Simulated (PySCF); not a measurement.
## Working out the ionisation energy of Ge

Ge [Ar] 3d10 4s2 4p2 (3P) → Ge⁺ [Ar] 3d10 4s2 4p1 (2P). Computed with PySCF 2.14 in x2c-QZVPPall (11s8p5d4f1g, 97 functions), with the spin-free X2C one-electron Hamiltonian (Gaussian nucleus). Frozen: [Ne]. Energies in hartree (1 hartree = 27.21139 eV):

```
             part    Ge (lower)   Ge⁺ (upper)
              UHF  -2097.116650  -2096.844654
MP2 opposite-spin     -0.554473     -0.545986
    MP2 same-spin     -0.283942     -0.275289
```

**Question.** What does Hartree-Fock give?

**Answer.** (-2096.844654) − (-2097.116650) = 0.271996 hartree = 7.401 eV.

**Question.** What do MP2 and SCS-MP2 (6/5 opposite-spin, 1/3 same-spin) give?

**Answer.** The opposite-spin parts differ by 0.231 eV and the same-spin parts by 0.235 eV. MP2: 7.401 + (0.231) + (0.235) = 7.867 eV. SCS-MP2: 7.401 + 1.2 × (0.231) + (0.235)/3 = 7.757 eV.

Measured between the centres of the two terms (NIST): 7.925 eV, so MP2 (valence and next inner shell) is off by -0.058 eV.

What remains against the reference includes basis incompleteness, the frozen core and correlation beyond second order.
